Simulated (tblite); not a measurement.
What does the GFN2-xTB structure of InChI=1S/C5H12O2Si/c1-4-5(2,3-6)7-8-4/h4,6H,3,8H2,1-2H3/t4-,5+/m0/s1 look like in three dimensions?

Z-matrix in Å and degrees, rows numbered from 1:
```
C 
C   1  1.5174
Si  2  1.9077  1  121.45
O   3  1.6555  2   79.29  1  -123.78
C   4  1.4492  3   97.10  2     4.38
C   5  1.5182  2  113.85  1  -116.29
C   5  1.5328  2  115.23  1    13.18
O   7  1.4021  5  112.54  2    61.53
H   1  1.0859  2  111.14  3    47.77
H   1  1.0902  2  111.02  3   168.76
H   1  1.0884  2  109.46  3   -72.02
H   2  1.0923  1  108.84  3   133.65
H   3  1.4569  2  117.25  1   127.40
H   3  1.4579  2  116.97  1   -13.99
H   6  1.0874  5  109.90  2    69.00
H   6  1.0874  5  109.71  2   -51.23
H   6  1.0878  5  110.33  2  -170.58
H   7  1.0912  5  110.17  2   -57.60
H   7  1.1001  5  108.44  2  -176.36
H   8  0.9654  7  106.83  5    54.83
```

H20 on O8 lies 2.29 Å from O4, 4 bonds away (angle at H 107°; Bondi radii sum to 2.72 Å). The C–O distances run from 1.402 Å (C7–O8, drawn single) to 1.449 Å (O4–C5, drawn single), a spread of 0.047 Å. The 4-membered ring C2–Si3–O4–C5 has internal angles of 79.3° to 99.1° (sum 360°, against 360° for a flat polygon); it is slightly puckered (a soft mode that the optimisation may not have finished), 0.03 Å rms from its mean plane, widest ring torsion 5°. Of the pairs four or more bonds apart, those above aside, O8···H9 is among the closest relative to their van der Waals radii: 2.38 Å, 88 % of the sum of Bondi's values.

Computed geometry: GFN2-xTB, gas phase.

Point group: C1 (no symmetry element, even within 0.4 Å). Its GFN2-xTB frequencies are all real (lowest 76 cm⁻¹). The numbers are those of one conformer (O4–C5–C7–O8 -48°, C5–C7–O8–H 55°). 3 starts were optimised and ended at 0.00, 0.56 and 4.25 kcal/mol (GFN2-xTB); the lowest of these is shown.
